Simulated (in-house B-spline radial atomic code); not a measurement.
A run on Ta⁻ that did not converge. Method: scalar-relativistic (X2C) TPSSh, spin-polarised, spherical fractional occupations, exact exchange averaged over the configuration, Fermi nucleus of rms radius 5.3507 fm; computed with a B-spline radial code for spherical atoms.

Command:
```bash
python run_scf.py task.json out
```
Settings (nuclear radius in fm, mass in u):
```
Z                73
configuration    [Xe] 4f14 5d4 6s2
hamiltonian      x2c
method           tpssh
spin_polarised   True
nucleus          fermi
rms_radius       5.3507
atomic_mass      180.948
speed_of_light   137.035999084
exact_exchange   averaged over the configuration
```

First and last ten iterations of the last attempt (damped for 15 steps, keeping 80 % of the old Fock matrix, then DIIS):
```
 iter        energy (Eh)    residual
    1      -15604.555076    1.24e-01
    2      -15599.896352    1.34e-01
    3      -15604.836567    1.72e-02
    4      -15604.846371    1.30e-02
    5      -15604.851585    1.02e-02
    6      -15604.854460    8.19e-03
    7      -15604.856104    6.57e-03
    8      -15604.858479    4.50e-03
    9      -15602.642800    8.24e-02
   10      -15604.684096    4.02e-02
  111      -15604.846738    8.03e-03
  112      -15601.657836    9.27e-02
  113      -15602.599838    8.28e-02
  114      -15374.554069    1.19e+00
  115      -15374.857731    1.19e+00
  116      -15374.916247    1.19e+00
  117      -15374.939718    1.19e+00
  118      -15374.978025    1.19e+00
  119      -15513.332336    7.05e-01
  120      -15513.442743    7.05e-01
 not converged after 120 iterations
```

The smallest residual met was 4.6e-04; the threshold is about 7e-07. No energy from this run should be used. Cost of the run: 13 s on 1 thread of Arm Neoverse N1 (shared host).
